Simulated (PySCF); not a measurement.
Isomers C$_{6}$H$_{11}$FO$_{2}$Si:

A. `C=C[C@@]1(C)O[SiH2]OC[C@@H]1F`
B. SMILES C1C([Si@@H](OC(C)=O)F)CC1
C. SMILES C/C(=C\F)[C@H]1CCO[SiH2]O1
D. `CO[C@@]1(C)C[C@]1([SiH3])C(=O)F`

Spectrum 1. ¹H NMR (300 MHz, computed): δ 4.00 (s, 3H), 3.51 (s, 3H), 1.59 (s, 3H), 1.30 (m, 1H), 1.28 (m, 1H). ¹³C{¹H} NMR (computed): δ 173.8 (C), 73.6 (C), 56.6 (CH3), 28.0 (CH2), 23.4 (C), 15.0 (CH3).

Spectrum 2. ¹H NMR (300 MHz, computed): δ 6.12 (m, 1H), 6.09 (m, 1H), 5.69 (m, 1H), 5.23 (m, 1H), 4.96 (m, 1H), 4.63 (m, 1H), 4.55 (m, 1H), 4.42 (m, 1H), 1.50 (s, 3H). ¹³C{¹H} NMR (computed): δ 149.6 (CH), 121.7 (CH2), 96.6 (CH), 79.8 (C), 67.8 (CH2), 29.1 (CH3).

Spectrum 3. ¹H NMR (300 MHz, computed): δ 7.23 (m, 1H), 5.12 (m, 1H), 5.05 (m, 1H), 4.58 (m, 1H), 4.52 (m, 1H), 4.35 (m, 1H), 1.78 (m, 1H), 1.77 (s, 3H), 1.64 (m, 1H). ¹³C{¹H} NMR (computed): δ 157.0 (CH), 128.0 (C), 78.6 (CH), 66.7 (CH2), 43.0 (CH2), 12.3 (CH3).

Spectrum 4. ¹H NMR (300 MHz, computed): δ 5.10 (m, 1H), 2.59 (m, 1H), 2.42 (m, 1H), 2.36 (m, 1H), 2.19 (m, 1H), 2.12 (s, 3H), 2.06 (m, 1H), 2.02 (m, 1H), 2.02 (m, 1H). ¹³C{¹H} NMR (computed): δ 176.2 (C), 24.1 (CH3), 22.1 (CH2), 21.3 (CH), 21.1 (CH2), 20.3 (CH2).

[PySCF 2.14.0 with density-fitted response routines: geometry: GFN2-xTB; shieldings: GIAO PBE0/pcSseg-1; non-relativistic Hamiltonian; one conformer; no solvent model; one averaged value for each set of equivalent atoms]

Scale: ¹H, ¹³C against TMS (reference shieldings calculated alike). Splittings of carbon signals by F and P are missing where no couplings were computed. Where no couplings were computed, multiplicities follow the n + 1 count of equivalent neighbours, and m marks all less simple cases (inequivalent or close neighbours, rings, F or P nearby). Shifts are as computed. Against solution values, carbons near 30 ppm lie about +3 ppm off and those near 130 ppm about +5 ppm. Of 1211 compounds with measured shifts, 218 miss one by over three times the rms of a fit or turn the order of signals round; such compounds aren't used in these exercises.

Q: Match each spectrum to its structure.

A: 1–D, 2–A, 3–C, 4–B.

- Spectrum 1 (D): 6 ¹³C signals; δC 73.6 is a three-membered-ring carbon; δC 56.6 is a methyl carbon bonded to O.
- Spectrum 2 (A): 6 ¹³C signals; δC 149.6 is an alkene CH; δC 121.7 is a terminal =CH2 carbon.
- Spectrum 3 (C): 6 ¹³C signals; δC 157.0 is an alkene CH; δC 128.0 is a fully substituted alkene carbon.
- Spectrum 4 (B): 6 ¹³C signals; δC 24.1 is a methyl carbon α to a carbonyl; δC 22.1 is an sp3 CH2 in a ring.
